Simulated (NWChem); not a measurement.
**Correlation energy of germanium monoxide (GeO)**

```
Ge
O 1 1.6486
```
Charge 0, spin multiplicity 1.

The numbers come from NWChem runs, not from measurements. The geometry was optimised at PBE/def2-SVP, a minimum by its harmonic frequencies.

Basis set: 3-21G. Each correlation energy counts from its own Hartree-Fock reference.

The Hamiltonian is non-relativistic. The correlated methods keep 10 core orbitals frozen. No row is a measurement; the coupled-cluster row has its own basis-set and correlation limits.

**Question.** Order these methods by the correlation energy they give, lowest first: CCSD(T), CCSD+T(CCSD), CR-CCSD[T], CR-CCSD(T), CCSD, SCS-MP2.

**Answer.** CCSD+T(CCSD) (-218.9 mHa), CR-CCSD[T] (-213.8 mHa), CCSD(T) (-212.4 mHa), CR-CCSD(T) (-209.0 mHa), SCS-MP2 (-203.7 mHa), CCSD (-197.2 mHa)
